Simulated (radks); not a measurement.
The numbers below are computed, except where a source is named.
Task: All-electron atom: Sn III in [Kr] 4d10 5s2. Code: a radial shooting solver on a logarithmic mesh with Libxc functionals. Model: scalar-relativistic Kohn-Sham, BLYP, spin-polarised, spherical densities, finite nucleus; Fermi nuclear charge, rms radius 4.6519 fm. Some entries of the table are withheld. Estimate them.

orbital  occ.  eigenvalue (hartree)  <1/r> (bohr^-1)
1s          2             -1067.000            53.08
2s          2             -161.6250              (1)
2p          6             -145.1763            11.65
3s          2                   (2)            4.300
3p          6             -26.31973            4.095
3d         10                   (3)            3.865
4s          2              -5.55440            1.697
4p          6                   (4)              (5)
4d         10              -1.58041            1.222
5s          2              -0.96101           0.5801
5p          0              -0.65731              (6)

Result: 
(1) 2s <1/r> (bohr^-1): 12.11
(2) 3s eigenvalue (hartree): -31.69478
(3) 3d eigenvalue (hartree): -18.03914
(4) 4p eigenvalue (hartree): -3.92907
(5) 4p <1/r> (bohr^-1): 1.540
(6) 5p <1/r> (bohr^-1): 0.4735
